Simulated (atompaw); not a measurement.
# u(r) = r·R(r): atom against pseudo-atom (Mg (Z = 12))

Columns: radius, all-electron u(r) and pseudo u(r) of the 3p shell (level -1.33 eV) of magnesium in the configuration [Ne] 3s2 3p0; PBE, scalar-relativistic, PAW (atompaw) scheme, atompaw 4.2.0.5.

```json
{"r (bohr)": "0.096", "all-electron": "-0.0440", "pseudo": "0.0012"}
{"r (bohr)": "0.192", "all-electron": "-0.1050", "pseudo": "0.0049"}
{"r (bohr)": "0.288", "all-electron": "-0.1448", "pseudo": "0.0110"}
{"r (bohr)": "0.385", "all-electron": "-0.1597", "pseudo": "0.0194"}
{"r (bohr)": "0.481", "all-electron": "-0.1542", "pseudo": "0.0300"}
{"r (bohr)": "0.577", "all-electron": "-0.1348", "pseudo": "0.0425"}
{"r (bohr)": "0.673", "all-electron": "-0.1064", "pseudo": "0.0570"}
{"r (bohr)": "0.769", "all-electron": "-0.0727", "pseudo": "0.0731"}
{"r (bohr)": "0.865", "all-electron": "-0.0361", "pseudo": "0.0906"}
{"r (bohr)": "0.962", "all-electron": "0.0020", "pseudo": "0.1096"}
{"r (bohr)": "1.058", "all-electron": "0.0397", "pseudo": "0.1294"}
{"r (bohr)": "1.154", "all-electron": "0.0766", "pseudo": "0.1501"}
{"r (bohr)": "1.250", "all-electron": "0.1123", "pseudo": "0.1713"}
{"r (bohr)": "1.346", "all-electron": "0.1465", "pseudo": "0.1929"}
{"r (bohr)": "1.442", "all-electron": "0.1789", "pseudo": "0.2146"}
{"r (bohr)": "1.538", "all-electron": "0.2094", "pseudo": "0.2364"}
{"r (bohr)": "1.635", "all-electron": "0.2384", "pseudo": "0.2582"}
{"r (bohr)": "1.731", "all-electron": "0.2653", "pseudo": "0.2794"}
{"r (bohr)": "1.827", "all-electron": "0.2904", "pseudo": "0.3002"}
{"r (bohr)": "1.923", "all-electron": "0.3139", "pseudo": "0.3202"}
{"r (bohr)": "2.019", "all-electron": "0.3358", "pseudo": "0.3395"}
{"r (bohr)": "2.115", "all-electron": "0.3559", "pseudo": "0.3579"}
{"r (bohr)": "2.212", "all-electron": "0.3746", "pseudo": "0.3755"}
{"r (bohr)": "2.308", "all-electron": "0.3914", "pseudo": "0.3916"}
{"r (bohr)": "2.404", "all-electron": "0.4065", "pseudo": "0.4065"}
{"r (bohr)": "2.500", "all-electron": "0.4200", "pseudo": "0.4200"}
```

**Question.** How many radial nodes do the two functions have?

**Answer.** The all-electron 3p function has n − l − 1 = 1; the pseudo-wave has 0, since the states of the same l below it are removed with the core.

**Question.** Is the pseudo-wave norm-conserving?

**Answer.** No, it belongs to a PAW set: the norm inside the radius is not constrained, and the difference is carried by the augmentation charge.
